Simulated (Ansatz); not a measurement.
C2H6ClInO, SMILES `CO[CH](Cl)[InH2]` at its PBE0-D4/def2-TZVP geometry, where that method's forces vanish. Charge 0, multiplicity 1. In: def2 effective core potential.

```tsv
atom	x (Å)	y (Å)	z (Å)
C1	-0.162	-1.432	0.952
O2	0.943	-0.762	0.408
C3	0.673	0.587	0.220
Cl4	2.150	1.327	-0.515
In5	-0.664	1.187	-1.422
H6	-1.033	-1.373	0.280
H7	-0.448	-1.022	1.929
H8	0.123	-2.476	1.072
H9	0.546	1.102	1.179
H10	-1.327	2.773	-1.366
H11	-0.801	0.090	-2.738
```

(1) For each bond, give half the difference of the two atoms' forces along it (eV/Å; positive pushes the atoms apart) under PBE-D4, r2SCAN-D4, B3LYP-D4, ωB97M-V in def2-TZVPP. (Best estimate.)

Results:

(1) The calculation gave: 
```
   bond  length (Å)  PBE-D4  r2SCAN-D4  B3LYP-D4  ωB97M-V
  C1–O2       1.402    0.30       0.28      0.25     0.20
  C1–H6       1.101    0.09      -0.04     -0.08    -0.09
  C1–H7       1.098    0.07      -0.06     -0.07    -0.09
  C1–H8       1.089    0.07      -0.07     -0.14    -0.10
  O2–C3       1.388    0.22       0.18      0.15     0.28
 C3–Cl4       1.808    0.18       0.23      0.29     0.13
 C3–In5       2.201    0.05       0.00      0.13    -0.13
  C3–H9       1.096    0.07      -0.09     -0.21    -0.16
In5–H10       1.720    0.04      -0.03     -0.01    -0.05
In5–H11       1.719    0.05      -0.03     -0.01    -0.06
```

B3LYP here is the variant with VWN-RPA as its local correlation; programs differ in this.

All numbers were calculated with Ansatz.
